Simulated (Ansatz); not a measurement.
`CC(C)(O)[SiH3]`, charge 0, multiplicity 1.

**Question.** Give a relaxed structure at PBE0-D4/def2-TZVP (Ansatz). (An estimate is asked.)

**Answer.** Ansatz gave: 
Cartesian coordinates in Å:
```
C 1.073 -0.988 -0.324
C -0.145 -0.081 -0.233
C 0.218 1.350 -0.603
O -1.184 -0.563 -1.087
Si -0.911 -0.153 1.510
H 1.488 -0.959 -1.340
H 1.863 -0.671 0.362
H 0.810 -2.023 -0.096
H 0.633 1.382 -1.618
H 0.973 1.761 0.072
H -0.661 1.997 -0.576
H -0.857 -0.551 -1.993
H 0.094 0.330 2.498
H -2.111 0.720 1.579
H -1.284 -1.551 1.848
```
Point group Cs.
This is one stationary point; other conformers may exist.
